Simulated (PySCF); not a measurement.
## B(2+): excitation energy

B(2+) [He] 2s1 (2S) → B(2+) [He] 2p1 (2P), as a difference of total energies. Computed with PySCF 2.14 in aug-cc-pCVTZ-DK with one added diffuse shell each of s, p, d, f type (8s7p5d3f, 75 functions), with scalar relativity by spin-free X2C-1e. Correlated levels: valence and next inner shell: nothing frozen. The calculations carry no spin-orbit coupling.

| method | excitation energy (eV) |
| --- | --- |
| UHF | 6.079 |
| MP2 (valence and next inner shell) | 6.062 |
| SCS-MP2 (valence and next inner shell) | 6.078 |
| CCSD (valence and next inner shell) | 6.059 |
| CCSD(T) (valence and next inner shell) | 6.059 |
